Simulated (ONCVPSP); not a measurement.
# Lu (Z = 71), ONCV: configuration errors across variants

Lu, optimised norm-conserving Vanderbilt (ONCV), made with ONCVPSP 4.0.1 (LDA (Perdew-Zunger), scalar-relativistic). Core [Kr] 4d10, reference 4f14 5s2 5p6 5d1 6s1.5 (charge +0.5). Waves: 5s+6s: rc 1.90 bohr, ncon 4, nbas 7, qcut 6 1/bohr, 2 projectors; 5p: rc 2.05 bohr, ncon 4, nbas 7, qcut 6.3 1/bohr, 2 projectors, debl 3.2 Ha; 5d: rc 2.25 bohr, ncon 4, nbas 8, qcut 4.9 1/bohr, 2 projectors, debl 1.4 Ha; 4f: rc 1.10 bohr, ncon 5, nbas 9, qcut 13.8 1/bohr, 3 projectors, debl 1.1 Ha. Local part: polynomial inside 1.10 bohr (lpopt 5, dvloc0 2 Ha). Core correction: none.

All-electron excitation energies from the reference (eV): (1) 4f14 5s2 5p6 5d1 6s2 -3.079; (2) 4f14 5s2 5p6 5d1 6s1 4.503; (3) 4f14 5s2 5p6 5d1 6s0 18.075; (4) 4f14 5s2 5p5 5d1 6s2 34.153.

A true bound ghost makes a file unfit for plane-wave use even where its test errors are small: the radial tests pick states by their node count and pass the ghost by.

Errors AE − PS in meV (a dash: test not solved or not reliable):

```csv
change,(1),(2),(3),(4),bound ghosts,GHOST(+) flags above zero
base,+0.6,-1.2,-5.5,-57,none,"s, d, f"
"all radii scaled by about 0.77 (s 1.46, p 1.58, d 1.72, f 0.84 bohr); local potential polynomial inside 0.84 bohr (lpopt 5, dvloc0 2 Ha)",+0.7,-1.1,-5.1,-46,"s, f","p, f"
"all radii scaled by about 0.85 (s 1.62, p 1.76, d 1.92, f 0.94 bohr); local potential polynomial inside 0.94 bohr (lpopt 5, dvloc0 2 Ha)",+0.6,-1.2,-5.1,-44,s,"p, f"
"all radii scaled by about 0.93 (s 1.76, p 1.90, d 2.08, f 1.02 bohr); local potential polynomial inside 1.02 bohr (lpopt 5, dvloc0 2 Ha)",+0.6,-1.3,-5.4,-51,none,"s, p, f"
"all radii scaled by about 1.09 (s 2.06, p 2.24, d 2.44, f 1.20 bohr); local potential polynomial inside 1.20 bohr (lpopt 5, dvloc0 2 Ha)",+0.6,-1.3,-5.9,-64,none,"s, d"
"all radii scaled by about 1.15 (s 2.18, p 2.34, d 2.58, f 1.26 bohr); local potential polynomial inside 1.26 bohr (lpopt 5, dvloc0 2 Ha)",+0.6,-1.3,-6.2,-69,none,none
"all radii scaled by about 1.24 (s 2.36, p 2.54, d 2.80, f 1.36 bohr); local potential polynomial inside 1.36 bohr (lpopt 5, dvloc0 2 Ha)",+0.6,-1.3,-6.7,-74,none,none
```

Task: Give the same row for: all radii scaled by about 1.30 (s 2.48, p 2.66, d 2.92, f 1.44 bohr); local potential polynomial inside 1.44 bohr (lpopt 5, dvloc0 2 Ha).

Result: +0.6, -1.4, -7.4, -74; bound ghosts: none; GHOST(+) flags above zero: none.
